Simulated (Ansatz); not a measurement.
HCl₂FSSi (SMILES F[Si](S)(Cl)Cl), singlet, geometry from GFN2-xTB, atoms displaced at random by about 0.03 Å a coordinate; R2SCAN/STO-3G, gradient in Ansatz (a first-principles code).

Ansatz was given this input:
Ansatz 0.2 input:
```yaml
crystal:
  periodic: [false, false, false]
  atoms:
    - {symbol: F, position_ang: [-0.38064418, 0.43535810, 1.74556164]}
    - {symbol: Si, position_ang: [-0.06510429, 0.08112239, 0.14133481]}
    - {symbol: S, position_ang: [1.84108420, -0.89808084, 0.18536625]}
    - {symbol: Cl, position_ang: [-1.42617210, -1.20691622, -0.43370434]}
    - {symbol: Cl, position_ang: [-0.15123741, 1.77260173, -0.76677719]}
    - {symbol: H, position_ang: [2.48148643, 0.07144194, 0.72562876]}
basis:
  gaussian:
    orbitals: STO-3G
hamiltonian:
  xc: r2scan
output: {forces: true}
```

Task: What does Ansatz print? Leave out banner, timings and long lists.

Result: 
```
Functional definition: r2SCAN
472 factors; integrals over basis functions are off by at most 2.4e-5 eV
mean field evaluation 1: about -45965.1235 eV, gradient 3.2e1 eV
mean field evaluation 2: about -45962.3436 eV, gradient 4.6e1 eV
mean field evaluation 4: about -45969.0104 eV, gradient 2.2e0 eV
mean field evaluation 8: about -45969.0130 eV, gradient 2.1e-2 eV
mean field -45969.01298619 eV, -1689.3300683262 hartree, gradient 1.6e-5 eV, S^2 0.000000; 0 other end points of the search recorded, 0 dependent functions left out
the calculation of the forces begins
reference -45969.01299030 eV, -1689.3300684773 hartree; 37, 37 occupied and 5, 5 virtual orbitals, 472 factors
Total energy: -45969.01299030 eV, -1689.3300684773 hartree
Atom 0 at    -0.380644     0.435358     1.745562 Å, force     0.016310    -0.163059    -1.164948 eV/Å
Atom 1 at    -0.065104     0.081122     0.141335 Å, force     3.370895    -2.069694     6.082812 eV/Å
Atom 2 at     1.841084    -0.898081     0.185366 Å, force    -1.545977    -2.513554    -1.717556 eV/Å
Atom 3 at    -1.426172    -1.206916    -0.433704 Å, force    -2.807514    -2.627331    -1.470596 eV/Å
Atom 4 at    -0.151237     1.772602    -0.766777 Å, force    -0.268089     4.916347    -2.980527 eV/Å
Atom 5 at     2.481486     0.071442     0.725629 Å, force     1.234375     2.457290     1.250814 eV/Å
Dipole moment:     0.352108     0.081504     0.199474 e Å
```
